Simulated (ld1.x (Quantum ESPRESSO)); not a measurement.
## boron (B): one change to an ultrasoft potential, before and after

```
Element                 : B
Generator               : ld1.x (Quantum ESPRESSO) 7.5
Type                    : ultrasoft
Functional              : LDA (PZ)
Relativity              : scalar-relativistic
Frozen core             : [He]
Valence charge          : 3
Reference configuration : 2s2 2p1
Partial waves           : 2s (bound): rcut 1.10, rcutus 1.30 bohr; 2s channel at 0.25 Ry: rcut 1.10, rcutus 1.30 bohr; 2p (bound): rcut 1.95, rcutus 2.10 bohr; 2p channel at 2.25 Ry: rcut 1.95, rcutus 2.10 bohr
Local potential         : all-electron potential smoothed inside 1.45 bohr (lloc = -2)
Core correction         : Bessel-smoothed model core inside 0.85 bohr
Augmentation charge     : PSQ, inside the norm-conserving radii
```

All-electron outer shells of the reference configuration (LDA (PZ), scalar-relativistic, ld1.x):

```json
{"shell": "1s", "level (eV)": "-178.66", "outermost node (bohr)": "–", "outermost maximum (bohr)": "0.21"}
{"shell": "2s", "level (eV)": "-9.39", "outermost node (bohr)": "0.46", "outermost maximum (bohr)": "1.52"}
{"shell": "2p", "level (eV)": "-3.72", "outermost node (bohr)": "–", "outermost maximum (bohr)": "1.55"}
```

Change: local potential all-electron potential smoothed inside 0.98 bohr (lloc = -2).

Cutoffs: the cutoffs (Ry, on a coarse ladder) from which the occupation-weighted sum of valence levels, in a spherical-Bessel basis at the reference potential, stays within 10 and 1 mRy of its value at 400 Ry; they do not see the model core or the augmentation charge, which bear on the density cutoff. Errors are all-electron minus pseudo energies relative to the spin-unpolarised reference configuration.

Task: What does the change do?

Result: The potential gets neither clearly harder nor softer (15 Ry and 21 Ry → 15 Ry and 21 Ry); of the 9 tests that both files solve, the error grows in 1 and shrinks in 1 by more than 15 % and 0.3 meV (median size 8.8 → 12.0 meV); the range in which the p phases agree narrows (upper end at the end of the scan → 2.9); neither file shows a bound ghost.

```csv
quantity,base,changed
"cutoff, loose",15 Ry,15 Ry
"cutoff, tight",21 Ry,21 Ry
bound ghosts,none,none
"error for 2s2 2p0, meV [ΔE 8.33 eV]",-17,-17
"error for 2s1 2p0, meV [ΔE 33.63 eV]",-37,-37
"error for 2s2 2p0.5, meV [ΔE 2.94 eV]",-2.6,-2.2
"error for 2s2 2p1.3, meV [ΔE -0.77 eV]",-0.2,0.0
"error for 2s1 2p2, meV [ΔE 5.69 eV]",+3.3,+3.3
"error for 2s0 2p3, meV [ΔE 11.40 eV]",+13,+13
"error for 2s1 2p1, meV [ΔE 14.28 eV]",+8.8,+12
"error for 2s2 2p1 (spin-polarised), meV [ΔE -0.23 eV]",-2.0,-2.0
"error for 2s1 2p0 (spin-polarised), meV [ΔE 32.90 eV]",-40,-40
s: phases at 2.30 bohr within 0.05 rad from the reference energy up to (Ry; the scan ends near 5),to the end of the scan,to the end of the scan
p: phases at 2.30 bohr within 0.05 rad from the reference energy up to (Ry; the scan ends near 5),to the end of the scan,2.9
lowest overlap eigenvalue by channel,"s 0.56, p 0.44","s 0.55, p 0.37"
```
